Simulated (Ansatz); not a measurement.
Z-matrix (Å, degrees):
```
Si
C 1 1.879
H 1 1.489 2 109.8
H 1 1.489 2 109.7 3 118.7
H 1 1.489 2 111.8 3 -120.7
C 2 1.523 1 111.4 3 -60.1
H 2 1.096 1 108.2 3 61.9
H 2 1.096 1 109.3 3 176.7
Si 6 1.906 2 121.8 1 76.2
Si 6 1.907 2 122.8 1 164.7
H 6 1.093 2 113.0 1 -58.9
H 9 1.482 6 117.7 2 -127.5
H 9 1.483 6 114.8 2 9.7
H 10 1.483 6 115.0 2 -8.0
H 10 1.483 6 117.3 2 128.9
```

Charge 0, multiplicity 1.

**Question.** List the PBE/def2-TZVPP orbital energies in eV (the Gaussian-basis code of Ansatz). (Estimate.)

**Answer.** Computed: Occupied: -1779.56, -1779.55, -1779.29, -269.18, -269.10, -137.34, -137.33, -137.06, -94.08, -94.06, -94.06, -94.05, -94.05, -94.04, -93.79, -93.79, -93.78, -18.98, -15.98, -12.97, -12.82, -12.14, -10.83, -9.95, -9.48, -8.55, -8.47, -8.37, -8.09, -8.00, -6.15, -5.71. Lowest empty: -1.08, -0.92, -0.62, -0.09, 0.13, 0.62, 0.75, 0.87.
